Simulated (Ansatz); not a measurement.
Relaxation of CH$_{8}$AlFN$_{2}$ (13 atoms, charge 0, multiplicity 1), to a largest force component of 0.03 eV/Å in at most 50 steps.

All numbers below come from RKS B3LYP-D4/def2-SVP in Ansatz.

```xyz
13
Properties=species:S:1:pos:R:3:forces:R:3
Al -0.385 -0.164 -0.016 0.03 1.27 -0.06
N -0.466 1.711 -0.100 0.48 -1.33 -0.12
C 0.316 -1.007 1.597 0.02 0.02 -0.02
N -1.036 -1.054 -1.406 0.00 -0.06 -0.02
H 1.661 1.451 -0.948 -1.15 0.83 0.38
F 2.309 0.826 -1.125 0.62 -0.79 -0.15
H -1.045 2.209 -0.772 0.01 0.02 -0.01
H -0.356 2.279 0.736 0.00 -0.01 -0.01
H 0.948 -0.305 2.165 0.00 -0.01 0.00
H 0.931 -1.892 1.361 0.00 0.00 0.01
H -0.491 -1.342 2.271 -0.01 0.00 -0.01
H -0.990 -2.066 -1.499 0.00 0.10 -0.03
H -1.395 -0.645 -2.264 0.00 -0.04 0.05
```

Q: Where does it end, and by what steps?

A: It converged. After 19 steps the energy has fallen by 2.077 eV; H5 moved furthest, 1.41 Å. Parted: H5–F6 (0.92 → 2.60 Å). Joined: Al1–F6 (3.08 → 1.70 Å), N2–H5 (2.30 → 1.02 Å).

```json
{"step": "0", "energy less start (eV)": "0.0000", "largest force component (eV/Å)": "1.327", "accepted": "yes"}
{"step": "1", "energy less start (eV)": "-0.2130", "largest force component (eV/Å)": "0.854", "accepted": "yes"}
{"step": "2", "energy less start (eV)": "-0.3452", "largest force component (eV/Å)": "0.361", "accepted": "yes"}
{"step": "3", "energy less start (eV)": "-0.4388", "largest force component (eV/Å)": "0.488", "accepted": "yes"}
{"step": "4", "energy less start (eV)": "-0.6155", "largest force component (eV/Å)": "0.520", "accepted": "yes"}
{"step": "5", "energy less start (eV)": "-0.7424", "largest force component (eV/Å)": "0.991", "accepted": "yes"}
{"step": "6", "energy less start (eV)": "-1.0802", "largest force component (eV/Å)": "2.228", "accepted": "yes"}
{"step": "7", "energy less start (eV)": "-1.3920", "largest force component (eV/Å)": "4.254", "accepted": "yes"}
{"step": "8", "energy less start (eV)": "-1.7827", "largest force component (eV/Å)": "0.942", "accepted": "yes"}
{"step": "9", "energy less start (eV)": "-1.9031", "largest force component (eV/Å)": "0.928", "accepted": "yes"}
{"step": "10", "energy less start (eV)": "-1.9435", "largest force component (eV/Å)": "1.115", "accepted": "yes"}
{"step": "11", "energy less start (eV)": "-2.0154", "largest force component (eV/Å)": "0.569", "accepted": "yes"}
{"step": "12", "energy less start (eV)": "-2.0475", "largest force component (eV/Å)": "0.253", "accepted": "yes"}
{"step": "13", "energy less start (eV)": "-2.0606", "largest force component (eV/Å)": "0.381", "accepted": "yes"}
{"step": "14", "energy less start (eV)": "-2.0698", "largest force component (eV/Å)": "0.217", "accepted": "yes"}
{"step": "15", "energy less start (eV)": "-2.0671", "largest force component (eV/Å)": "0.297", "accepted": "no"}
{"step": "16", "energy less start (eV)": "-2.0755", "largest force component (eV/Å)": "0.116", "accepted": "yes"}
{"step": "17", "energy less start (eV)": "-2.0764", "largest force component (eV/Å)": "0.035", "accepted": "yes"}
{"step": "18", "energy less start (eV)": "-2.0767", "largest force component (eV/Å)": "0.051", "accepted": "yes"}
{"step": "19", "energy less start (eV)": "-2.0771", "largest force component (eV/Å)": "0.024", "accepted": "yes"}
```

```xyz
13
Properties=species:S:1:pos:R:3
Al 0.384 -0.286 -0.348
N -0.148 1.701 -0.145
C 0.463 -0.952 1.499
N -0.926 -0.865 -1.452
H 0.600 2.286 -0.526
F 1.849 0.088 -1.126
H -0.987 1.833 -0.716
H -0.351 2.016 0.805
H 1.106 -0.324 2.141
H 0.881 -1.973 1.543
H -0.531 -0.999 1.980
H -1.548 -1.627 -1.193
H -0.790 -0.900 -2.461
```

Whether the end is a true minimum wasn't checked by a vibrational analysis.

The run took 53 s on 2 threads of Intel(R) Xeon(R) Platinum 8375C CPU @ 2.90GHz (Ice Lake), with other jobs on the host, peak memory 0.27 GiB.
